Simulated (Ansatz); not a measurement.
Cost against result

Saddle point of GaH₄ClO₂, closed shell (GaH₂ClO₂ ([OH][Ga]([OH])[Cl]) + H₂ → GaH₃O₂ ([OH][GaH][OH]) + HCl; bonds formed: Ga1–H6, Cl2–H5; bonds broken: Ga1–Cl2, H5–H6), PBE0-D4/def2-TZVP structure:

| atom | x (Å) | y (Å) | z (Å) |
| --- | --- | --- | --- |
| Ga1 | -0.3677 | 0.0526 | -0.1230 |
| Cl2 | 1.8999 | -0.9393 | 0.2686 |
| O3 | -0.5649 | 0.4874 | -1.8259 |
| O4 | -1.6155 | -0.8903 | 0.7024 |
| H5 | 1.3152 | 0.3743 | 0.7485 |
| H6 | 0.5122 | 1.1466 | 0.8414 |
| H7 | 0.2046 | 0.9121 | -2.2102 |
| H8 | -1.3838 | -1.1433 | 1.5983 |

Barriers are electronic and count from the start structure reached by relaxing down the imaginary mode.

Ansatz 0.2.0; basis: as named in each row; cores frozen in the correlated methods. Filled d shells of the heavier atoms are correlated. The def2 sets are not built for correlating such inner shells, so the correlated values are less sure here. B3LYP uses VWN-RPA correlation. Extrapolation: Hartree–Fock as exp(−7.88 √X), correlation as X^−2.97.

Times are rough, for one single point on 4 threads of a shared host (Arm Neoverse V1).

The estimate by CCSD(T) at an estimated basis limit (MP2 extrapolated from triple and quadruple zeta, plus CCSD(T) − MP2 in triple zeta) is 157.1 kJ/mol.

| method | basis | time (s) | barrier (kJ/mol) | method less estimate |
| --- | --- | --- | --- | --- |
| HF | STO-3G | under 1 | 293.5 | 136.4 |
| SPW92 | def2-SVP | under 1 | 88.6 | -68.4 |
| PBE-D4 | STO-3G | under 1 | 210.7 | 53.6 |
| PBE-D4 | def2-SVP | under 1 | 115.8 | -41.3 |
| B3LYP-D4 | 6-31G | under 1 | 170.1 | 13.0 |
| PBE0-D4 | def2-SVP | 1 | 129.5 | -27.6 |
| SPW92 | def2-TZVPP | 1 | 95.3 | -61.8 |
| PBE-D4 | def2-TZVPP | 2 | 124.0 | -33.0 |
| BLYP-D4 | def2-TZVPP | 2 | 139.2 | -17.9 |
| B3LYP-D4 | def2-TZVPP | 2 | 147.6 | -9.5 |
| BHLYP-D4 | def2-TZVPP | 2 | 163.1 | 6.0 |
| PBE0-D4 | def2-TZVPP | 3 | 136.9 | -20.2 |
| CAM-B3LYP-D4 | def2-TZVPP | 3 | 151.1 | -6.0 |
| r2SCAN-D4 | def2-TZVPP | 4 | 134.7 | -22.3 |
| r2SCAN0-D4 | def2-TZVPP | 4 | 144.2 | -12.9 |
| RPA on PBE | def2-TZVPP | 4 | 154.7 | -2.4 |
| CCSD(T) | def2-SVP | 4 | 157.9 | 0.8 |
| B2PLYP | def2-TZVPP | 4 | 154.6 | -2.5 |
| PBE-QIDH | def2-TZVPP | 4 | 150.8 | -6.3 |
| wB97M-V | def2-SVP | 5 | 141.4 | -15.7 |
| wB97X-V | def2-TZVPP | 6 | 156.0 | -1.1 |
| B97M-V | def2-TZVPP | 8 | 139.2 | -17.9 |
| wB97M-V | def2-TZVPP | 8 | 153.9 | -3.2 |
| MP2 | def2-QZVPP | 16 | 158.7 | 1.7 |
| CCSD(T) | def2-TZVPP | 94 | 157.1 | 0.0 |

All methods are single points on the PBE0-D4 structures.

The T1 diagnostic stays at or below 0.014.

Labels in which every atom is bracketed show which atoms are joined, not bond orders.
